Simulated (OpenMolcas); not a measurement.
Multiplet structure of La

```json
{"Program": "OpenMolcas", "Method": "CASSCF", "Basis": "ANO-RCC-VTZP [8s7p5d3f2g1h]", "Scalar Hamiltonian": "DKH2, point nucleus", "Active space": "3 electrons in 11 orbitals (5d 6s 6d)", "State averaging": "2S+1 = 2 even, 49 roots; 2S+1 = 4 even, 20 roots kept (CI in the orbitals of an earlier block)", "Spin-orbit coupling": "RASSI with atomic mean-field integrals over the reference wave functions, term energies averaged over their components"}
```

Spin-free terms above the lowest, with the occupations of the reference (each correlating shell added to its valence partner):

```
Configuration  Term  E (cm⁻¹)      Occupations
       5d 6s²    ²D       0.0  5d 1.39 6s 1.61
       5d² 6s    ⁴F      1185  5d 2.00 6s 1.00
       5d² 6s    ⁴P      6942  5d 2.00 6s 1.00
       5d² 6s    ²P      8131  5d 2.42 6s 0.58
       5d² 6s    ²F      8144  5d 2.08 6s 0.92
       5d² 6s    ²G      9840  5d 2.20 6s 0.80
       5d² 6s    ²D      9935  5d 1.82 6s 1.18
          5d³    ⁴F     11323          5d 3.00
          5d³    ⁴P     16620          5d 3.00
```

With spin-orbit coupling, above the lowest level:

```csv
Configuration,Term,J,E (cm⁻¹),Measured (cm⁻¹),Term weight %
5d 6s²,²D,3/2,0.0,0.0,91
5d 6s²,²D,5/2,1012,1053,69
5d² 6s,⁴F,3/2,1082,2668,91
5d² 6s,⁴F,5/2,1540,3010,69
5d² 6s,⁴F,7/2,1931,3495,100
5d² 6s,⁴F,9/2,2638,4122,100
5d² 6s,⁴P,1/2,7340,7231,99
5d² 6s,⁴P,3/2,7545,7491,99
5d² 6s,⁴P,5/2,7850,,95
5d² 6s,²F,5/2,8334,,96
5d² 6s,²P,1/2,8620,9044,99
5d² 6s,²P,3/2,8890,,91
5d² 6s,²F,7/2,9291,8052,95
5d² 6s,²G,9/2,10624,9920,98
5d² 6s,²G,7/2,10632,9961,94
5d² 6s,²D,3/2,10672,,83
5d² 6s,²D,5/2,10996,9184,91
5d³,⁴F,3/2,11355,12431,92
5d³,⁴F,5/2,11658,12787,96
5d³,⁴F,7/2,12105,13238,99
5d³,⁴F,9/2,12691,13747,98
5d³,⁴P,1/2,17023,16617,100
5d³,⁴P,3/2,17268,16735,100
```

Against the 18 measured excited levels shown (NIST Handbook of Basic Atomic Spectroscopic Data) the mean absolute deviation is 920 cm-1; the largest miss in energy is 5d² 6s ²D_5/2: computed 10996, measured 9184 cm⁻¹ (+19.7 %), and the largest in proportion 5d² 6s ⁴F_3/2 (-59.5 %).

Spin-orbit coupling puts the lowest level 775 cm⁻¹ below the lowest spin-free term.

Without dynamic correlation excited terms often stand tens of per cent too high (terms of higher spin than the ground term too low), and those without a measured partner can miss by more than the paired ones. Some levels mix across a computed gap that differs much from the measured one, so their mixing is not that of the real levels. Terms from blocks run as CI alone lack orbitals of their own. Active for correlation alone: 6d; no level in the range computed is led by a configuration that fills it, so any true level of that kind is missing. Measured partners are found by configuration, term and J. A level has none where our copy of the source lacks it or the pairing is in doubt (some pairs that miss far off the trend of their configuration count as doubtful), and it then counts in no deviation. Only configurations of the active space appear. The first state left out of the spin-orbit step lies near 22000 cm-1 above the lowest spin-free state of the reference (among the parities and spins computed), and the list stops at four fifths of that energy or lower.

The RASSCF and RASSI steps took 54 s on 1 thread of Intel(R) Xeon(R) Platinum 8259CL CPU @ 2.50GHz (Skylake/Cascade Lake) (shared host); the integral step is not counted.

The term weight is that of the spin-free term in the level, not the purity of its configuration.
